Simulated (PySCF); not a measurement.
HOP, SMILES O=P.

The structure is a stationary point at TPSSh-D3(BJ)/def2-TZVPD.

The numbers are results of M06-2X/def2-TZVPD in PySCF, not measurements.

Gas-phase values at a fixed geometry.

* **total energy**: -417.14454 hartree
* **point group**: Cs
* **highest occupied level**: -8.90 eV
* **lowest empty level**: -2.33 eV
* **orbital gap**: 6.57 eV
* **dipole moment**: 2.52 D
* **quadrupole, principal values (traceless, Buckingham form, about the centre of nuclear charge)**: -3.04, 0.02, 3.02 D·Å
* **mean static polarisability**: 27.9 bohr³ (4.14 Å³)
* **polarisability, principal values**: 22.8, 28.4, 32.6 bohr³
